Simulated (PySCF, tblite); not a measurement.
Compound: C5H10NP.
Z-matrix (Å and degrees, GFN2-xTB geometry), rows numbered from 1:
```
C 
P   1  1.6664
N   2  1.6741  1  105.36
C   3  1.4519  2  121.71  1  -177.91
C   4  1.5237  3  103.53  2   139.64
C   5  1.5285  4  101.42  3    39.02
C   3  1.4524  2  126.79  1   -13.17
H   1  1.0749  2  125.97  3     0.51
H   1  1.0751  2  117.28  3   179.84
H   4  1.0983  3  110.06  2  -102.87
H   4  1.0901  3  110.65  2    17.15
H   5  1.0876  4  112.89  3   160.10
H   5  1.0909  4  109.96  3   -77.78
H   6  1.0907  5  109.75  4    81.15
H   6  1.0882  5  112.79  4  -157.60
H   7  1.0949  3  110.78  2    76.79
H   7  1.0962  3  109.55  2   -42.29
```

Computed with B3LYP/def2-SVPD in PySCF (dipole) on a GFN2-xTB geometry, gas phase.

Masses are those of the commonest isotopes; rigid-rotor values at the optimised geometry. The values belong to one conformer with, in the numbering `[CH2:1]=[P:2][N:3]1[CH2:4][CH2:5][CH2:6][CH2:7]1`, C1–P2–N3–C4 -178°, P2–N3–C4–C5 140°, N3–C4–C5–C6 39°, C4–C5–C6–C7 -36°, C5–C6–C7–N3 21°.

**Question.** Give the principal moments of inertia and the rotational constants in cm⁻¹.

**Answer.** Ia = 99.22, Ib = 336.68, Ic = 412.11 u·Å²; 505379 MHz·u·Å²/I gives 5093, 1501 and 1226 MHz, that is A = 0.16989, B = 0.05007, C = 0.04091 cm⁻¹.

**Question.** What kind of rotor is it?

**Answer.** An asymmetric top. Ray's parameter κ = (2B − A − C)/(A − C) = -0.858; −1 is the prolate and +1 the oblate limit.

**Question.** What does the inertial defect say?

**Answer.** Not planar: Δ = Ic − Ia − Ib = -23.79 u·Å². For a rigid frame Δ = −2 Σ m c², so Σ m c² = 11.89 u·Å² lies off the ab plane: 7.35 from hydrogen and 4.55 from heavier atoms. The atom farthest from that plane is 1.52 Å away.

**Question.** Where do the levels up to J = 5 lie, in cm⁻¹?

**Answer.** Above 0(0,0):
J = 1: 1(0,1) 0.0910, 1(1,1) 0.2108, 1(1,0) 0.2200
J = 2: 2(0,2) 0.2724, 2(1,2) 0.3836, 2(1,1) 0.4111, 2(2,1) 0.7706, 2(2,0) 0.7711
J = 3: 3(0,3) 0.5433, 3(1,3) 0.6425, 3(1,2) 0.6974, 3(2,2) 1.0435, 3(2,1) 1.0460, 3(3,1) 1.6658, 3(3,0) 1.6658
J = 4: 4(0,4) 0.9023, 4(1,4) 0.9871, 4(1,3) 1.0786, 4(2,3) 1.4070, 4(2,2) 1.4145, 4(3,2) 2.0307, 4(3,1) 2.0308, 4(4,1) 2.9006, 4(4,0) 2.9006
J = 5: 5(0,5) 1.3475, 5(1,5) 1.4170, 5(1,4) 1.5540, 5(2,4) 1.8608, 5(2,3) 1.8779, 5(3,3) 2.4871, 5(3,2) 2.4876, 5(4,2) 3.3567, 5(4,1) 3.3567, 5(5,1) 4.4753, 5(5,0) 4.4753
Those of J = 1 are B + C, A + C and A + B.

**Question.** Which types of transition are allowed, and where do some lines up to J = 5 fall?

**Answer.** The dipole components are |μa| = 2.46 D, |μb| = 0.48 D, |μc| = 0.00 D. Intensities carry the squares of the components, which stand as 1.00 : 0.04 : 0.00 (a : b : c). Some lines, for components of 0.1 D or more:

| type | branch | J(Ka,Kc) | MHz | lower level (cm⁻¹) |
| --- | --- | --- | --- | --- |
| a | R | 1(0,1) ← 0(0,0) | 2727 | 0.000 |
| a | R | 3(0,3) ← 2(0,2) | 8122 | 0.272 |
| a | R | 3(1,2) ← 2(1,1) | 8585 | 0.411 |
| a | R | 4(1,4) ← 3(1,3) | 10331 | 0.642 |
| b | R | 5(0,5) ← 4(1,4) | 10805 | 0.987 |
| a | R | 4(2,2) ← 3(2,1) | 11047 | 1.046 |
| a | R | 5(3,2) ← 4(3,1) | 13695 | 2.031 |
| b | R | 5(1,5) ← 4(0,4) | 15431 | 0.902 |
| b | Q | 3(3,1) ← 3(2,2) | 18657 | 1.043 |
| b | R | 3(2,2) ← 2(1,1) | 18959 | 0.411 |

**Question.** Estimate the classical rotational partition function at 25 K, 100 K and 500 K.

**Answer.** Point group C1, symmetry number σ = 1; q = (√π/σ)·√((kT/h)³/(ABC)), k/h = 20836.6 MHz/K: 6880 at 25 K, 55100 at 100 K, 616000 at 500 K.

Its GFN2-xTB frequencies are all real (lowest 52 cm⁻¹). Constants of a rigid frame at the computed geometry: no zero-point averaging, no centrifugal distortion. Quadrupole hyperfine structure (14N) is left out.

Hardware: an Arm Neoverse V1 with one thread, shared host. Cost: 35 s of wall time, 0.85 GiB resident at most. This is the B3LYP/def2-SVPD job that gave the dipole, with the excitations it also computed.
